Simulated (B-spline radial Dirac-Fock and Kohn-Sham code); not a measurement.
## Scattering functions of Hf³⁴⁺

System: hafnium as Hf³⁴⁺ in the configuration 1s2 2s2 2p6 3s2 3p6 3d10 4s2 4p6 4d2.

The run's input, task.json:

```json
{"items": [{
  "Z": 72,
  "q": 34,
  "cfg": [[1, 0, 2], [2, 0, 2], [2, 1, 6], [3, 0, 2], [3, 1, 6], [3, 2, 10], [4, 0, 2], [4, 1, 6], [4, 2, 2]],
  "A": 180,
  "rrms": 5.347,
  "do": ["scatter"],
  "s": [0.0, 0.05, 0.1, 0.15, 0.2, 0.25, 0.3, 0.35, 0.4, 0.45, 0.5, 0.6, 0.7, 0.8, 0.9, 1.0, 1.1, 1.2, 1.4, 1.6, 1.8, 2.0, 2.5, 3.0, 3.5, 4.0, 5.0, 6.0],
  "pz": [0, 0.1, 0.2, 0.3, 0.4, 0.5, 0.6, 0.8, 1.0, 1.2, 1.4, 1.6, 1.8, 2.0, 2.5, 3.0, 4.0, 5.0, 7.0, 10.0, 15.0, 20.0, 30.0, 40.0, 60.0, 100.0],
  "hv_scatter": [1000, 2000, 5000, 10000, 17479.3, 20000, 30000, 50000]
}]}
```

Launch: `python xray_run.py task.json out`

Calculated with a B-spline atomic structure program, using configuration-average Dirac-Fock orbitals. f₀ is the Fourier transform of the spherical electron density, S the Waller-Hartree incoherent function, and s = sin θ/λ.

```csv
s (Å⁻¹),f₀,S
0,38.000,0.000
0.05,37.945,0.052
0.1,37.780,0.205
0.15,37.508,0.456
0.2,37.134,0.799
0.25,36.663,1.225
0.3,36.101,1.723
0.35,35.458,2.283
0.4,34.743,2.893
0.45,33.965,3.543
0.5,33.135,4.220
0.6,31.360,5.622
0.7,29.501,7.035
0.8,27.631,8.418
0.9,25.813,9.749
1,24.093,11.016
1.1,22.501,12.218
1.2,21.053,13.352
1.4,18.583,15.417
1.6,16.601,17.218
1.8,14.965,18.781
2,13.547,20.156
2.5,10.532,23.066
3,8.168,25.472
3.5,6.552,27.457
4,5.567,29.080
5,4.531,31.499
6,3.782,33.162
```

f₀ starts at the number of electrons, 38, and has fallen to half at s ≈ 1.37 Å⁻¹. The sum of ⟨r²⟩ over the electrons is 3.000 bohr².
